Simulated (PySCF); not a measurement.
PBE0 on Co⁻ (cobalt, charge -1), [Ar] 3d8 4s2, high-spin 3F determinant. All numbers are calculated (PySCF 2.14, no relativity, point nucleus, in aug-cc-pwCVTZ).

```
cycle= 1 E= -1382.54447750069  delta_E= -0.0186  |g|= 0.216  |ddm|= 0.989
cycle= 2 E= -1382.49986158466  delta_E= 0.0446  |g|= 0.554  |ddm|= 0.445
cycle= 3 E= -1382.55361101117  delta_E= -0.0537  |g|= 0.0185  |ddm|= 0.29
cycle= 4 E= -1382.55372485728  delta_E= -0.000114  |g|= 0.00933  |ddm|= 0.0397
cycle= 5 E= -1382.55375674454  delta_E= -3.19e-05  |g|= 0.00112  |ddm|= 0.0295
cycle= 6 E= -1382.55376062533  delta_E= -3.88e-06  |g|= 0.000405  |ddm|= 0.0156
cycle= 7 E= -1382.55376120506  delta_E= -5.8e-07  |g|= 6.02e-05  |ddm|= 0.00939
cycle= 8 E= -1382.55376120692  delta_E= -1.86e-09  |g|= 2.01e-05  |ddm|= 0.000409
cycle= 9 E= -1382.55376120702  delta_E= -1.07e-10  |g|= 2.98e-06  |ddm|= 7.64e-05
converged SCF energy = -1382.55376120702  <S^2> = 2.0179141  2S+1 = 3.011919
```

Highest occupied orbital energy: 0.590 eV; ⟨L²⟩ = 12.03; populations by l: s 8.00, p 12.00, d 8.00, f 0.00.

Q: Can this result be used?

A: With care. Self-consistency was reached. At PBE0 the highest occupied level has a positive energy, so only the finite basis holds that electron; in a semilocal or global hybrid functional this comes from self-interaction and does not mean that the real anion is unbound.
